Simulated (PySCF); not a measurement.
# Reading the logs of faulty runs: CClGeH5N

These are calculations, not measurements. The program is PySCF 2.14.0, an open-source quantum chemistry code, run on an isolated molecule that a program drew, which may never have been made. The molecule is CClGeH5N (charge 0, doublet), drawn as the SMILES string `[CH2][GeH]([NH2])[Cl]`.

Each row is a Hartree-Fock (HF) and frozen-core CCSD(T) single point in the cc-pV(D+d)Z basis, meant for a local HF minimum. Run 1 is clean. Each other run has one planted mistake out of seven kinds, and not every kind appears here: one electron removed, one electron added, multiplicity raised by two, geometry at a saddle point, minimal basis STO-3G, one bond length entered in bohr, all coordinates scaled. The reference is restricted for singlets and unrestricted otherwise, and also for a bond in bohr. Adding or removing an electron swaps singlet and doublet. Electrons count all cores. HOMO and LUMO are orbital energies over both spins, the gradient is its largest component, and the lowest frequency (negative if imaginary) is given only where the gradient is small. Bond lengths are over the 8 bonds as drawn. T1 is the CCSD diagnostic: over 0.02 (restricted) or 0.045 (unrestricted) a single reference is doubtful. Germanium has the cc-pVDZ-PP basis, with a core potential (ECP10MDF) in place of its 10 inner electrons, and its 3s, 3p and 3d shells are frozen in CCSD(T).

Geometry of the clean run:
```xyz
9
CClGeH5N, angstrom
C     0.0036   -1.3287    1.4191
Ge    0.1266   -0.3959   -0.2501
N     0.3227    1.3903    0.0704
Cl   -1.7626   -0.5400   -1.3317
H    -0.4394   -0.8570    2.2901
H     0.2767   -2.3741    1.5166
H     1.1508   -1.0313   -1.1889
H     0.2126    1.9722   -0.7424
H     1.1838    1.6385    0.5283
```

```
run  electrons  basis functions  <S^2>  HOMO (eV)  LUMO (eV)  gradient (hartree/bohr)  lowest frequency (cm^-1)  mean bond (Å)  longest bond (Å)      T1  HF (hartree)  CCSD(T) (hartree)                          mistake
  1         67               99  0.761     -10.86       1.92                  2.3e-05                       133         1.4541             2.182  0.0105    -848.13126         -848.71287                         no fault
  2         67               99  1.577     -10.81       1.60                  1.7e-02                         -         1.5659             2.182  0.0544    -847.99845         -848.57031  one bond length entered in bohr
  3         67               99  3.769      -3.02      -0.13                  7.9e-02                         -         1.4541             2.182  0.0215    -847.90334         -848.46855       multiplicity raised by two
  4         66               99  0.000     -15.90      -7.37                  7.7e-02                         -         1.4541             2.182  0.0229    -847.79800         -848.36835             one electron removed
  5         68               99  0.000      -1.08       8.85                  8.9e-02                         -         1.4541             2.182  0.0131    -848.10402         -848.72667               one electron added
  6         67               99  0.758     -10.74       2.13                  7.7e-02                         -         1.3436             2.016  0.0092    -848.06717         -848.63670                                ?
```

**Which mistake was planted in run 6, and what did it cost?**

The mean and the longest bond both change by the same factor, 0.924, and the gradient is no longer small. So the mistake is: all coordinates scaled. Subtracting run 1 and multiplying by 627.51 kcal/mol a hartree, the energy moved by 40.2 kcal/mol in HF and 47.8 kcal/mol in CCSD(T).

Cautions from the logs. Run 2: T1 is over the limit, so its CCSD(T) energy is less reliable; run 4: T1 is over the limit, so its CCSD(T) energy is less reliable.
